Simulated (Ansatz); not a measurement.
`[NH2][Sn]([F])([Cl])[Cl]` + H–F → `[F][Sn]([F])([Cl])[Cl]` + NH₃ at 600 K and 1 bar (ligand exchange at the Sn–N bond).

Gas-phase electronic energies from Ansatz, PBE0-D4/def2-TZVP geometries. CCSD(T)/CBS is the MP2 limit (def2-TZVPP, def2-QZVPP) plus CCSD(T) − MP2 in def2-TZVPP, frozen cores. This one scheme is used for every species. Elements past krypton have def2 core potentials. For Sn outer-core shells are correlated without core-valence functions, which leaves a few kJ/mol of doubt a bond. Each species was taken in one conformer, which may not be the lowest.

```
                   species  CCSD(T)/CBS energy (Eh)  H − E (kJ/mol)  S (J/(mol·K))
`[NH2][Sn]([F])([Cl])[Cl]`              -1289.42050           138.0          474.1
                       H–F               -100.39570            42.3          194.0
  `[F][Sn]([F])([Cl])[Cl]`              -1333.31864            67.9          430.3
                       NH₃                -56.50880           112.4          219.5
```

H − E and S are ideal-gas, rigid-rotor, harmonic terms from PBE0-D4/def2-TZVP, for one conformer and one mirror image of each species. 1 Eh = 2625.50 kJ/mol, R = 8.31446 J/(mol·K).

By hand: ΔE, ΔH, ΔS and ΔG.

ΔE = (-1333.31864) + (-56.50880) − (-1289.42050) − (-100.39570) = -0.01124 Eh = -29.5 kJ/mol. Δ(H − E) = 67.9 + 112.4 − 138.0 − 42.3 = 0.0, so ΔH = -29.5 kJ/mol. ΔS = 430.3 + 219.5 − 474.1 − 194.0 = -18.3 J/(mol·K). ΔG = -29.5 − 600 × (-18.3)/1000 = -18.5 kJ/mol.

By hand: the equilibrium constant, and the temperature at which ΔG would vanish if ΔH and ΔS stayed fixed.

log₁₀ K = −ΔG/(RT ln 10) = 1.6. ΔG = 0 at ΔH/ΔS = 1612 K, though so small a ΔS makes that figure unsure.

TΔS isn't small against ΔH here. A doubt of 5 kJ/mol in ΔE shifts log₁₀ K by 0.4 here. Other conformers and mirror images would add mixing entropy, several J/(mol·K) or more a flexible species. Modes under 60 cm⁻¹, often nearly free rotors, make the harmonic entropy too high. These are equilibria of isolated gas molecules and say nothing of rates. Largest T1 diagnostic: 0.013 (customary marks: 0.02 for closed shells, 0.045 for open ones).
